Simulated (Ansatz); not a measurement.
Correlation energies of C₃H₈Si (`C=C(C)[SiH3]`) by basis set

Cartesian coordinates in Å:
```
C 1.182 0.188 1.066
C 0.156 0.138 0.218
C -0.873 1.226 0.150
Si -0.021 -1.327 -0.929
H 1.927 -0.598 1.117
H 1.315 1.027 1.748
H -0.920 1.662 -0.853
H -0.657 2.028 0.861
H -1.873 0.837 0.367
H -1.327 -2.008 -0.706
H 1.085 -2.290 -0.691
H 0.008 -0.882 -2.350
```

The species carries charge 0 and has multiplicity 1. The structure was optimised at the PBE0-D4/def2-TZVP level. Frozen core, restricted reference, Ansatz 0.2.0. CBS rows extrapolate triple and quadruple zeta; past MP2 they add the triple-zeta difference.

| basis | HF (Eh) | MP2 corr. | CCSD corr. | (T) | CCSD(T) total |
| --- | --- | --- | --- | --- | --- |
| def2-SVP | -406.99335 | -0.51640 | -0.57545 | -0.01872 | -407.58752 |
| def2-TZVPP | -407.22563 | -0.63229 | -0.68373 | -0.02820 | -407.93756 |
| def2-QZVPP | -407.24017 | -0.67299 | – | – | – |
| CBS(def2) | -407.24217 | -0.70314 | -0.75458 | as TZ | -408.02495 |
